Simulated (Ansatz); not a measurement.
`FC(F)(F)c1ccc(-c2ccc(-c3ccc(C(F)(F)F)o3)o2)o1` with charge +1. Charge 1, multiplicity 2. Geometry r2SCAN-D4/def2-SVP, that of the neutral singlet.

```xyz
29

F    -0.912   -4.938   -1.389
C    -1.539   -4.264   -2.368
F    -2.450   -5.079   -2.918
F    -0.612   -3.983   -3.300
C    -2.210   -3.038   -1.862
C    -3.519   -2.633   -1.864
C    -3.531   -1.359   -1.230
C    -2.220   -1.084   -0.888
C    -1.602    0.032   -0.235
C    -2.108    1.213    0.275
C    -1.003    1.927    0.805
C     0.107    1.135    0.583
C     1.497    1.297    0.881
C     2.607    0.506    0.659
C     3.715    1.224    1.191
C     3.202    2.390    1.693
C     3.827    3.554    2.373
F     3.626    4.700    1.699
F     3.333    3.742    3.610
F     5.149    3.358    2.478
O     1.858    2.447    1.512
O    -0.255   -0.014   -0.047
O    -1.415   -2.111   -1.274
H    -4.363   -3.185   -2.271
H    -4.393   -0.720   -1.047
H    -3.152    1.523    0.266
H    -1.006    2.901    1.290
H     2.609   -0.467    0.173
H     4.761    0.925    1.205
```

Single mean-field runs in def2-TZVP are fitted with def2-universal-jkfit.

Question: Estimate the α-spin orbital energies around the gap (eV) in Ansatz with PBE-D4/def2-TZVP, PBE0-D4/def2-TZVP.

Answer: 
```csv
orbital,PBE-D4/def2-TZVP,PBE0-D4/def2-TZVP
HOMO−5,-12.22,-13.63
HOMO−4,-11.95,-13.35
HOMO−3,-11.63,-12.94
HOMO−2,-11.56,-12.84
HOMO−1,-10.73,-11.84
HOMO,-9.55,-10.53
LUMO,-6.99,-6.39
LUMO+1,-5.89,-5.05
LUMO+2,-4.82,-3.80
LUMO+3,-4.56,-3.52
LUMO+4,-3.50,-2.49
LUMO+5,-3.18,-2.02
β HOMO,-10.47,-11.25
β LUMO,-9.17,-8.69
```
